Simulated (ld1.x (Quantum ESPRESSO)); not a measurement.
Logarithmic derivatives: boron, PAW

boron, PAW, made with ld1.x (Quantum ESPRESSO) 7.5 (revPBE, non-relativistic). Core [He], reference 2s2 2p1. Waves: 2s (bound): rcut 1.60, rcutus 1.80 bohr; 2s channel at -0.4 Ry: rcut 1.60, rcutus 1.80 bohr; 2p (bound): rcut 2.85, rcutus 3.85 bohr; 2p channel at 0.45 Ry: rcut 2.85, rcutus 3.85 bohr. Local part: all-electron potential smoothed inside 3.35 bohr (lloc = -2). Core correction: Bessel-smoothed model core inside 1.55 bohr. Augmentation charge: GAUSS, radius 1.30 bohr.

The phase is arctan(r·u′/u) with u = r·R(r), unwrapped; energies in Ry, scanned from -3 to 5 Ry. A pole is an energy at which the radial function vanishes at the test radius. The pseudo phase is shifted by a multiple of π to meet the all-electron one at the reference energy, and phase errors are pseudo minus all-electron; the curves can meet again beyond the range given. Levels narrower than the energy grid can be missing from the lists of poles.

| channel | radius (bohr) | reference energy (Ry) | poles, all-electron | poles, pseudo | unbroken range about the reference energy with phases within 0.05 rad | phase error 1 Ry above the reference energy (rad) |
| --- | --- | --- | --- | --- | --- | --- |
| s | 4.20 | -0.70 | -0.64, 1.46, 4.74 | -0.64, 1.45, 4.53 | below 2.6 | -0.001 |
| p | 4.20 | -0.26 | -0.17, 1.61, 4.54 | -0.17, 1.66 | below 2.3 | +0.004 |

Phases in the p channel:

```json
{"E (Ry)": "-3.00", "all-electron": "1.431", "pseudo": "1.431"}
{"E (Ry)": "-2.52", "all-electron": "1.418", "pseudo": "1.418"}
{"E (Ry)": "-2.04", "all-electron": "1.400", "pseudo": "1.400"}
{"E (Ry)": "-1.56", "all-electron": "1.374", "pseudo": "1.374"}
{"E (Ry)": "-1.08", "all-electron": "1.327", "pseudo": "1.328"}
{"E (Ry)": "-0.60", "all-electron": "1.196", "pseudo": "1.196"}
{"E (Ry)": "-0.12", "all-electron": "-1.657", "pseudo": "-1.656"}
{"E (Ry)": "0.36", "all-electron": "-2.155", "pseudo": "-2.155"}
{"E (Ry)": "0.84", "all-electron": "-4.194", "pseudo": "-4.190"}
{"E (Ry)": "1.32", "all-electron": "-4.627", "pseudo": "-4.620"}
{"E (Ry)": "1.80", "all-electron": "-4.758", "pseudo": "-4.742"}
{"E (Ry)": "2.28", "all-electron": "-4.886", "pseudo": "-4.838"}
{"E (Ry)": "2.76", "all-electron": "-5.379", "pseudo": "-5.000"}
{"E (Ry)": "3.24", "all-electron": "-7.491", "pseudo": "-5.916"}
{"E (Ry)": "3.72", "all-electron": "-7.738", "pseudo": "-7.489"}
{"E (Ry)": "4.20", "all-electron": "-7.817", "pseudo": "-7.701"}
{"E (Ry)": "4.68", "all-electron": "-7.867", "pseudo": "-7.777"}
```
